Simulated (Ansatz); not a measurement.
Cost and result up the ladder for N-butylpyridinium iodide, `CCCC[n+]1ccccc1.[I-]` (25 atoms). Charge 0, multiplicity 1. Geometry: PBE0-D4/def2-SVP.

Ansatz on 4 threads of Arm Neoverse V2 on a shared host. Times are rough, and most runs start from the orbitals of an earlier one. PBE0-D4/def2-TZVP serves as the yardstick here, not as an exact answer. Differences are given only for rows in sets of like size (and for xTB, whose basis is part of the method), since another set adds its own error. Binding counts from free atoms at the same level (C triplet, N quartet, H doublet, I doublet; other spins of the atoms weren't run), without zero-point energy or a counterpoise term.

In the def2 sets I takes a core potential; there is no spin–orbit coupling. Correlated methods freeze 14 core orbitals; core or outer-core shells of I are correlated, in sets that lack core-valence functions. The rows differ in basis, and correlated rows in double-zeta sets carry the largest basis error.

Run but left out: HF/STO-3G (restricted singlet, unstable in another Hartree–Fock run and untested here).

Correlated methods converge slowly with the basis, most of all in double-zeta sets.

```
                            level  functions  wall time
                  PBE-D4/def2-SVP        236      4.6 s
                 PBE0-D4/def2-SVP        236        8 s
                     MP2/def2-SVP        236      8.5 s
                 PBE-D4/def2-TZVP        444      9.5 s
                BLYP-D4/def2-TZVP        444       10 s
revPBE-D4/def2-TZVP (with forces)        444       12 s
r2SCAN-D4/def2-TZVP (with forces)        444       21 s
                PBE0-D4/def2-TZVP        444       21 s
```

**Question.** Estimate what each level gives for the binding energy per atom (eV).

**Answer.** 
```tsv
level	binding energy per atom (eV)	difference from PBE0-D4/def2-TZVP (eV)	remarks
PBE-D4/def2-SVP	4.52	–	–
PBE0-D4/def2-SVP	4.45	–	–
MP2/def2-SVP	4.22	–	restricted SCF unstable
PBE-D4/def2-TZVP	4.47	0.08	–
BLYP-D4/def2-TZVP	4.34	-0.05	–
revPBE-D4/def2-TZVP (with forces)	4.37	-0.02	–
r2SCAN-D4/def2-TZVP (with forces)	4.36	-0.04	–
PBE0-D4/def2-TZVP	4.39	0.00	–
```
